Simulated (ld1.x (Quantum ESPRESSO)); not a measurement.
## Configuration tests for lutetium (TM)

- Element: lutetium (Lu)
- Generator: ld1.x (Quantum ESPRESSO) 7.5
- Type: norm-conserving Troullier–Martins (Kleinman–Bylander form)
- Functional: LDA (PZ)
- Relativity: scalar-relativistic
- Frozen core: [Kr]
- Valence charge: 35
- Reference configuration: 4d10 4f14 5s2 5p6 5d1 6s2 6p0
- Partial waves: 5p (bound): rc 2.35 bohr; 4d (bound): rc 0.70 bohr; 4f (bound): rc 1.25 bohr; 5s (bound): rc 1.50 bohr
- Local potential: the s channel
- Core correction: none

Occupied shells without a wave of their own: 5d, 6s. They enter only through the test configuration that unscreens the potential.

Energies are relative to the spin-unpolarised reference configuration 4d10 4f14 5s2 5p6 5d1 6s2 6p0; without spin polarisation the order of configurations can differ from experiment. Spin-polarised rows fill each open shell by Hund’s rule, majority spin first. Not all tests gave a result: 1 of 9 tests not solved or not reliable.

(1) Give the all-electron excitation energy and the error of the potential for: 4d10 4f14 5s2 5p6 5d1 6s1 6p0; 4d10 4f14 5s2 5p6 5d1 6s0 6p0; 4d10 4f14 5s2 5p6 5d0 6s0 6p0; 4d10 4f14 5s2 5p6 5d1 6s1 6p1; 4d10 4f14 5s2 5p6 5d1 6s0 6p2; 4d10 4f14 5s2 5p6 5d2 6s0 6p0; 4d10 4f14 5s2 5p6 5d0 6s2 6p0; 4d10 4f14 5s2 5p6 5d1 6s1 6p0 (spin-polarised).

Levels in the configuration 4d10 4f14 5s2 5p6 5d1 6s0 6p2:

```json
{"level": "4d", "all-electron (eV)": "-194.556", "pseudo (eV)": "-194.681"}
{"level": "4f", "all-electron (eV)": "-12.654", "pseudo (eV)": "-12.725"}
{"level": "5s", "all-electron (eV)": "-64.060", "pseudo (eV)": "-64.055"}
{"level": "5p", "all-electron (eV)": "-34.619", "pseudo (eV)": "-34.587"}
{"level": "5d", "all-electron (eV)": "-4.086", "pseudo (eV)": "-2.806"}
{"level": "6p", "all-electron (eV)": "-2.584", "pseudo (eV)": "-2.520"}
```

The potential misses its own reference levels by up to 0.9 eV.

Results:

(1)

| valence configuration | charge | ΔE all-electron (eV) | error AE − PS (meV) |
| --- | --- | --- | --- |
| 4d10 4f14 5s2 5p6 5d1 6s1 6p0 | +1 | 7.581 | -215 |
| 4d10 4f14 5s2 5p6 5d1 6s0 6p0 | +2 | 21.153 | -490 |
| 4d10 4f14 5s2 5p6 5d0 6s0 6p0 | +3 | 41.365 | +1717 |
| 4d10 4f14 5s2 5p6 5d1 6s1 6p1 | 0 | 3.518 | -253 |
| 4d10 4f14 5s2 5p6 5d1 6s0 6p2 | 0 | 7.273 | -527 |
| 4d10 4f14 5s2 5p6 5d2 6s0 6p0 | +1 | 10.120 | -1658 |
| 4d10 4f14 5s2 5p6 5d0 6s2 6p0 | +1 | 5.489 | +1557 |
| 4d10 4f14 5s2 5p6 5d1 6s1 6p0 (spin-polarised) | +1 | 7.036 | -193 |

These tests converged, but a pseudo level misses the all-electron one widely, so the file describes the atom poorly there or has found another state: 4d10 4f14 5s2 5p6 5d0 6s0 6p0: empty 5d by 2.8 eV; 4d10 4f14 5s2 5p6 5d1 6s1 6p1: 5d by 1.1 eV; 4d10 4f14 5s2 5p6 5d1 6s0 6p2: 5d by 1.3 eV; 4d10 4f14 5s2 5p6 5d0 6s2 6p0: empty 5d by 2.2 eV. The 5d, 6s levels have no wave, so the channel is fitted at the deeper level alone: the likely source of the large errors.
